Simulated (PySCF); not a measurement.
# Ba⁵⁴⁺ (barium, charge +54): Hartree-Fock from Schrödinger to Dirac-Coulomb-Breit

Occupied: 1s1/2. Hartree-Fock calculated with PySCF 2.14 in an uncontracted even-tempered set (19 s from 11 bohr⁻², ratio 2.3; 15 p from 13 bohr⁻², ratio 2.3), Gaussian nucleus throughout. NR is non-relativistic, sf-X2C the spin-free one-electron X2C Hamiltonian, X2C adds the bare one-electron spin-orbit term, X2C-SNSO screens it by Boettger's factors, DC is four-component Dirac-Coulomb, and the Gaunt and Breit terms are added at first order (total energies over the DC spinors, levels after relaxing the spinors in that mean field). QED terms are absent. Levels marked empty are virtual spinors of this ion.

```tsv
Hamiltonian	E (hartree)
NR	-3101.0004
sf-X2C	-3240.3798
X2C	-3240.3798
X2C-SNSO	-3240.3798
DC	-3241.5714
DC+Gaunt	-3239.1479
DC+Breit	-3239.1479
```

```tsv
level (eV)	NR	sf-X2C	X2C	X2C-SNSO	DC	DC+Gaunt	DC+Breit
1s1/2	-41718.1	-43566.3	-43566.3	-43566.3	-43598.4	-43533.0	-43533.0
2s1/2 (empty)	-10067.1	-10626.3	-10626.3	-10626.3	-10629.6	-10622.4	-10623.3
2p1/2 (empty)	-9962.6	-10193.1	-10510.8	-10504.5	-10502.5	-10487.4	-10489.7
2p3/2 (empty)	-9962.6	-10193.1	-10054.4	-10056.8	-10059.3	-10051.6	-10053.8
3s1/2 (empty)	-4449.0	-4644.2	-4644.2	-4644.2	-4645.2	-4643.2	-4643.4
```

Question: How large are the two-electron picture-change error of X2C and the Breit correction in the total energy?

Answer: X2C-1e lies 1.1915 hartree above Dirac-Coulomb; Gaunt adds 2.4235 and the full Breit term 2.4235 hartree.

```csv
interval (eV),X2C,X2C-SNSO,DC,DC+Gaunt,DC+Breit
2p3/2 − 2p1/2,456.4,447.8,443.2,435.8,435.8
```

Weight of the small component: 1s1/2 0.0431, 2s1/2 0.0104, 2p1/2 0.0104, 2p3/2 0.00993, 3s1/2 0.00456.

Koopmans' value for the highest occupied level at DC+Breit: 43533.0 eV, against an ionisation energy of 43485.4 eV (theoretical estimate listed by NIST; NIST Atomic Spectra Database, ionization energies); the former lacks relaxation, correlation, QED and recoil.

The whole ladder took 120 s of wall time on 1 thread of Neoverse-N1 (shared host), launched as `OMP_NUM_THREADS=1 python relrun2.py TASK.json OUT` (a driver that calls PySCF for each Hamiltonian).
